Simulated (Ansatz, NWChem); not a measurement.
**NWChem → Ansatz**

This NWChem 7.3.0 job computes CuF (fluorocopper):

run.xyz:
```
2
CuF
F      0.751010    -0.268940     0.377080
Cu    -0.751010     0.268940    -0.377080
```

run.py:
```python
from ase.io import read
from ase.calculators.nwchem import NWChem

mol = read('run.xyz')

calc = NWChem(
    label='run',
    theory='dft',
    memory='2200 mb',
    basis='def2-TZVPP',
    basispar='spherical bse',
    dft={'xc': 'slater vwn_5', 'mult': '1', 'grid': 'fine', 'convergence': 'energy 1e-08', 'iterations': '100', 'mulliken': None},
)
mol.calc = calc

forces = mol.get_forces()
e = mol.get_potential_energy()
print(f"E = {e:.6f} eV")
print("forces (eV/A):")
for s, f in zip(mol.symbols, forces):
    print(f"{s:2s} {f[0]:10.5f} {f[1]:10.5f} {f[2]:10.5f}")
print("dipole (e A):", mol.get_dipole_moment().round(4))
```

```bash
$ export ASE_NWCHEM_COMMAND="nwchem PREFIX.nwi > PREFIX.nwo"
$ python run.py
```

The coordinates come from a PBE0-D4/def2-TZVP relaxation.

It gives a total energy of -1737.023873 Eh.

Q: Write the same calculation for Ansatz 0.2.0 as an input file of the program's own, asking for the energy.

A: One way, which was run:

run.yaml:
```yaml
crystal:
  periodic: [false, false, false]
  atoms:
    - symbol: F
      position_ang: [0.751010, -0.268940, 0.377080]
    - symbol: Cu
      position_ang: [-0.751010, 0.268940, -0.377080]
basis:
  gaussian: {orbitals: def2-TZVPP}
hamiltonian: {xc: {name: SVWN5}}
accuracy: high
output: {orbitals: {seedname: orbitals}}
```

```bash
$ ansatz run run.yaml --threads 1 --pin off --max-ram 3480MiB --events-out events.jsonl --progress --plain --runs-dir runs
```

Its energy is -1737.023873 Eh, the same as the first but for the last digit, at most.
